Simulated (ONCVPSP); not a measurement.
Configuration tests for Ar (Z = 18) (ONCV)

* Element: Ar (Z = 18)
* Generator: ONCVPSP 4.0.1
* Type: optimised norm-conserving Vanderbilt (ONCV)
* Functional: BLYP
* Relativity: fully relativistic
* Frozen core: [He]
* Valence charge: 16
* Reference configuration: 2s2 2p6 3s2 3p6
* Partial waves: 2s+3s: rc 0.65 bohr, ncon 4, nbas 8, qcut 17.1 1/bohr, 2 projectors; 2p+3p: rc 0.60 bohr, ncon 5, nbas 8, qcut 20.5 1/bohr, 2 projectors; d scattering state at 0.04 Ha: rc 0.65 bohr, ncon 5, nbas 8, qcut 16.4 1/bohr, 1 projector
* Local potential: polynomial inside 0.45 bohr (lpopt 5, dvloc0 6 Ha)
* Core correction: none

Open shells are filled in proportion to 2j + 1.

Energies are relative to the spin-unpolarised reference configuration 2s2 2p6 3s2 3p6; without spin polarisation the order of configurations can differ from experiment.

Problem. Give the all-electron excitation energy and the error of the potential for: 2s2 2p6 3s2 3p5; 2s2 2p6 3s2 3p4; 2s2 2p6 3s2 3p3; 2s2 2p6 3s2 3p2.

Solution.

```csv
valence configuration,charge,ΔE all-electron (eV),error AE − PS (meV)
2s2 2p6 3s2 3p5,+1,15.919,+3.8
2s2 2p6 3s2 3p4,+2,44.429,+11
2s2 2p6 3s2 3p3,+3,86.868,+22
2s2 2p6 3s2 3p2,+4,144.379,+42
```
